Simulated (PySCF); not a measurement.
Two-component Hartree-Fock for Cd²⁺ (cadmium, charge +2)

Start: [Kr] 4d10. Calculated with PySCF 2.14 in x2c-TZVPall-2c (8s9p7d1f, 77 functions): generalised Hartree-Fock with the X2C-1e Hamiltonian and a Gaussian nucleus; one run each with spin-orbit coupling (SO) switched off, then screened by Boettger's factors. This is a chosen level, not necessarily the ground level.

```csv
spinor shell,electrons,"ε, spin-free (eV)","ε, screened SO (eV)",weight of nominal j (screened SO),"rms radius, screened SO (bohr)"
1s1/2,2,-26864.7,-26862.6,1.000,0.0348
2s1/2,2,-4092.4,-4091.8,1.000,0.142
2p1/2,2,-3666.8,-3800.2,1.000,0.124
2p3/2,4,-3666.8,-3605.6,1.000,0.128
3s1/2,2,-815.74,-815.60,1.000,0.381
3p1/2,2,-672.73,-697.35,1.000,0.375
3p3/2,4,-672.73,-661.38,1.000,0.386
3d3/2,4,-449.47,-453.72,1.000,0.362
3d5/2,6,-449.47,-446.51,1.000,0.365
4s1/2,2,-147.39,-147.37,1.000,0.944
4p1/2,2,-103.33,-107.56,1.000,1.01
4p3/2,4,-103.33,-101.39,1.000,1.04
4d3/2,4,-38.066,-38.560,1.000,1.34
```

Q: Where does 4d5/2 lie, and what is the 4d spin-orbit splitting (screened SO)?

A: At -37.735 eV, 0.826 eV above 4d3/2.

```tsv
quantity	spin-free	screened SO
E (hartree)	-5589.93357	-5591.05823
M_J	0	0
⟨J²⟩	0.000	0.000
⟨L²⟩	0.000	0.016
⟨S²⟩	0.000	0.016
```

Breit and QED terms are absent; they matter most for the inner s and p1/2 levels.

Densities and radii are taken from the X2C orbitals without a picture-change correction, which distorts them close to the nucleus.

Without spin-orbit coupling the j labels of p, d and f shells carry no meaning; the spin-free column gives the mean over the occupied spinors of each nl shell.
